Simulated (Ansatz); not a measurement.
Pulling on the H–H spacing in H8 chain (multiplicity 1 held). Energies count from the point at 0.900 Å.
Geometry at that point (charge 0, multiplicity 1):
```xyz
8

H      0.0000     0.0000     0.0000
H      0.0000     0.0000     0.9000
H      0.0000     0.0000     1.8000
H      0.0000     0.0000     2.7000
H      0.0000     0.0000     3.6000
H      0.0000     0.0000     4.5000
H      0.0000     0.0000     5.4000
H      0.0000     0.0000     6.3000
```

Signs of static correlation in cc-pVTZ, with CASSCF(8,8), from Ansatz (an electronic-structure program) runs.

```tsv
R (Å)	⟨S²⟩ of UHF	weight of the CASSCF reference in MRCISD	CASSCF natural occupations
0.700	0.000	0.964	1.99 1.99 1.98 1.95 0.06 0.02 0.01 0.01
0.800	0.000	0.964	1.99 1.98 1.97 1.93 0.08 0.03 0.01 0.01
0.900	0.000	0.963	1.98 1.97 1.96 1.91 0.10 0.04 0.02 0.01
1.100	0.776	0.964	1.97 1.95 1.92 1.85 0.17 0.08 0.04 0.03
1.300	1.398	0.968	1.94 1.92 1.87 1.76 0.26 0.13 0.08 0.05
1.500	?	0.973	1.89 1.86 1.79 1.65 0.37 0.21 0.14 0.10
1.800	?	0.982	1.77 1.72 1.63 1.46 0.55 0.38 0.27 0.22
2.100	3.522	0.991	1.60 1.55 1.45 1.31 0.70 0.56 0.45 0.39
2.500	3.845	0.997	1.38 1.33 1.26 1.17 0.84 0.74 0.66 0.62
3.000	3.964	0.999	1.19 1.17 1.13 1.08 0.92 0.88 0.83 0.81
3.600	3.994	1.000	1.08 1.07 1.05 1.03 0.97 0.95 0.93 0.92
```

Task: Fill in the missing entries.

Result: 
- 1.500, ⟨S²⟩ of UHF: 2.056
- 1.800, ⟨S²⟩ of UHF: 2.962

Doubts at one or more of the structures used: a restricted determinant that unrestricted orbitals would lower (R-CCSD(T)/cc-pVTZ); T1 above 0.05 (R-CCSD(T)/cc-pVTZ, U-CCSD(T)/cc-pVTZ); other coupled-cluster roots lie near (R-CCSD(T)/cc-pVTZ); a spin-contaminated determinant (U-CCSD(T)/cc-pVTZ); the program's own flag: large difference (U-CCSD(T)/cc-pVTZ).
